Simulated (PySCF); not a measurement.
CH4N, SMILES N[CH2], multiplicity 2.

Geometry: PBE0-D3(BJ)/def2-TZVP. The isomer is the one that the SMILES or the coordinates give; other isomers of the formula were not compared.

All values below come from TDA-PBE/def2-TZVPD (PySCF).

Vertical excitations. 

```
state    energy (eV)  λ (nm)      f                           main pairs
-------  -----------  ------  -----  -----------------------------------
root 1          2.72     456  0.000                    α HOMO→LUMO 100 %
root 2          3.64     341  0.020                  α HOMO→LUMO+1 100 %
root 3          4.13     300  0.001                  α HOMO→LUMO+2 100 %
root 4          5.40     230  0.033                   α HOMO→LUMO+3 98 %
root 5          5.48     226  0.001                  α HOMO→LUMO+4 100 %
root 6          5.66     219  0.053  α HOMO→LUMO+5 92 %, β HOMO→LUMO 7 %
root 7          6.21     200  0.021                   α HOMO→LUMO+6 99 %
root 8          6.59     188  0.066  α HOMO→LUMO+5 7 %, β HOMO→LUMO 82 %
root 9          6.73     184  0.009                  α HOMO→LUMO+7 100 %
root 10         7.07     175  0.024                   β HOMO→LUMO+1 96 %
```
Unrestricted roots are not spin-pure.
